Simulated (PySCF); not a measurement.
# M(OH)₃ across group 15

Level: PBE0, basis family def2-SVP, scalar-relativistic core potentials from Rb on and no relativity for lighter atoms.

Each entry is the lowest minimum that a search over a few typed start shapes (and spin states, where more than one is plausible) found, or that minimum re-optimised at the stated level; isomers with ligand–ligand bonds, or fragments after loss of a ligand pair, can lie lower. Open shells are unrestricted; no spin–orbit coupling; PySCF with density fitting.

```csv
molecule,2S+1,point group,mean bond to the central atom (Å),polar-tensor charge of the central atom,distinct angles (°),dipole (D),highest ω (cm⁻¹)
As(OH)₃,1,C1,1.783,1.49,108/111/112/90/100/100,2.07,3886
Sb(OH)₃,?,?,?,?,?,?,?
Bi(OH)₃,1,C3,2.087,1.53,108/94,0.88,3844
```

Problem. Fill in the row of Sb(OH)₃.

Solution. 2S+1: 1; point group: C3; mean bond to the central atom (Å): 1.985; polar-tensor charge of the central atom: 1.52; distinct angles (°): 109/95; dipole (D): 0.38; highest ω (cm⁻¹): 3845.

Spin–orbit coupling can matter for Bi(OH)₃.

Left out of the table are members whose search was unfinished or whose lowest solution was spin-contaminated, unstable, very soft or bonded differently.
